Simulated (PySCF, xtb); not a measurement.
C3H3N2, SMILES [c]1cnc[nH]1, multiplicity 2.

Harmonic wavenumbers (cm⁻¹) from GFN2-xTB (xtb) at its own minimum, in rising order: 530, 609, 647, 766, 798, 828, 863, 1046, 1091, 1135, 1210, 1300, 1346, 1423, 1500, 3172, 3209, 3474.

Q: What does B3LYP-D3(BJ)/def2-SVP run with PySCF give at its own minimum? (The exact figures need the calculation; the answer reports its results.)

A: 492, 585, 683, 798, 829, 860, 934, 1075, 1113, 1180, 1247, 1335, 1418, 1450, 1537, 3238, 3269, 3646. Paired by order, the mean absolute difference is 48 cm⁻¹ and the zero-point energies are 35.7 and 36.7 kcal/mol.
